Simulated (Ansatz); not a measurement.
The same path of AlFH₅NO (9 atoms, charge 0, multiplicity 1) was run twice with different band settings.

Computed with RKS PBE/def2-SVP in Ansatz 0.2.0.

Relaxed end points:

```xyz
9
Properties=species:S:1:pos:R:3
Al -0.191 0.061 0.099
F -0.205 -0.992 1.427
N 1.552 0.388 -0.522
H 2.307 -0.235 -0.209
H 1.729 0.606 -1.510
H -1.446 0.118 -0.871
O 0.134 1.814 0.971
H 1.067 1.630 0.515
H 0.251 1.775 1.941
```

```xyz
9
Properties=species:S:1:pos:R:3
Al -0.185 0.061 0.096
F -0.203 -0.984 1.430
N 1.553 0.383 -0.527
H 1.730 0.599 -1.515
H 2.307 -0.240 -0.214
H -1.445 0.118 -0.872
O 0.131 1.817 0.974
H 1.064 1.645 0.525
H 0.245 1.767 1.944
```

Common settings: movable images 9; climbing image yes; optimiser quadratic models (default); start path through a guess of the saddle point; force threshold 0.03 eV/Å; iteration limit 60; end points relaxed.

| run | spring |
| --- | --- |
| 1 | 5.0 eV/Å² |
| 2 | 20.0 eV/Å² |

(1) What does each run give, and how far can it be trusted?

## Answers

(1) Run 1: converged after 17 iterations, highest image 0.336 eV above the first end. A vibrational analysis at the climbing image gives one clearly imaginary mode, 317i cm⁻¹: a first-order saddle point.
Run 2: converged after 15 iterations, highest image 0.336 eV above the first end. Another band between the same ends (9 images) ends at a top of the same energy, where a vibrational analysis finds 1 clearly imaginary mode.
